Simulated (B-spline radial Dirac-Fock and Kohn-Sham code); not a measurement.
Auger parameter of tin: the L3 level and its strongest L3-MM line

Model: multi-electron Dirac-Fock with separately optimised hole states, Breit and Lamb-shift corrections added in first order. Program: a radial B-spline solver. The modified Auger parameter α′ is the binding energy plus the kinetic energy of the Auger electron; it does not depend on the energy zero. For free ions it tends to fall with charge, since less charge screens the final holes.

```csv
species,configuration,binding 2p3/2 (eV),Auger line,kinetic (eV),α′ (eV)
Sn,[Kr] 4d10 5s2 5p2,3937.9,M3M3 J=2,2450.2,6388.1
Sn⁺,[Kr] 4d10 5s2 5p1,3946.9,M3M3 J=2,2439.7,6386.5
Sn²⁺,[Kr] 4d10 5s2,3957.2,M3M3 J=2,2428.2,6385.3
Sn²⁺ (Watson 3 Å),[Kr] 4d10 5s2,3947.6,M3M3 J=2,2437.8,6385.3
Sn³⁺,[Kr] 4d10 5s1,3969.8,M3M3 J=2,2414.5,6384.3
Sn³⁺ (Watson 1.8 Å),[Kr] 4d10 5s1,3945.9,M3M3 J=2,2438.4,6384.4
Sn³⁺ (Watson 3 Å),[Kr] 4d10 5s1,3955.4,M3M3 J=2,2428.9,6384.3
Sn⁴⁺,[Kr] 4d10,3983.4,M3M3 J=2,2400.0,6383.4
Sn⁴⁺,[Kr] 4d9 5s1,3992.1,M3M3 J=2,2391.4,6383.5
Sn⁴⁺ (Watson 2.7 Å),[Kr] 4d10,3962.1,M3M3 J=2,2421.4,6383.4
Sn⁵⁺,[Kr] 4d9,4006.7,M3M3 J=2,2376.1,6382.8
Sn⁶⁺,[Kr] 4d8,4031.5,M3M3 J=2,2351.2,6382.6
Sn⁷⁺,[Kr] 4d7,4057.7,M3M3 J=2,2325.1,6382.9
```

Values without a named source are computed, but for edge energies of neutral atoms, which are taken from tables.
